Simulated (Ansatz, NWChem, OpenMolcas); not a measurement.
How basis sets differ on CH7NSn (SMILES C[NH][SnH3])

CH7NSn has 10 atoms, charge 0, and is taken as a singlet. SMILES: `C[NH][SnH3]`. The coordinates come from a PBE0-D4/def2-TZVP relaxation.

```xyz
10

C    -0.8984    0.7580   -0.8792
N    -0.3430   -0.5329   -0.5165
Sn    0.8973   -0.6294    1.0851
H    -1.6642    0.6376   -1.6527
H    -1.3968    1.2011   -0.0117
H    -0.1682    1.4946   -1.2475
H     0.0373   -1.0040   -1.3262
H     1.4517   -2.2390    1.1699
H    -0.0526   -0.1955    2.4337
H     2.2202    0.4584    0.9480
```

Each level gives the HOMO–LUMO gap (eV). The values are calculated.

```tsv
level	kind	program	value (eV)
HF/STO-3G	Hartree–Fock	NWChem	18.19
HF/3-21G	Hartree–Fock	OpenMolcas	13.01
HF/def2-SVP (core potential)	Hartree–Fock	OpenMolcas	13.02
HF/def2-mTZVP	Hartree–Fock	Ansatz	12.15
```

All-electron rows without a relativistic Hamiltonian named are non-relativistic, while core potentials hold scalar relativity, so basis and relativity change together. The values span 12.15 to 18.19 eV. A Hartree–Fock LUMO above zero doesn't converge with the basis: it sinks as sets grow more diffuse. Orbital gaps aren't excitation energies.
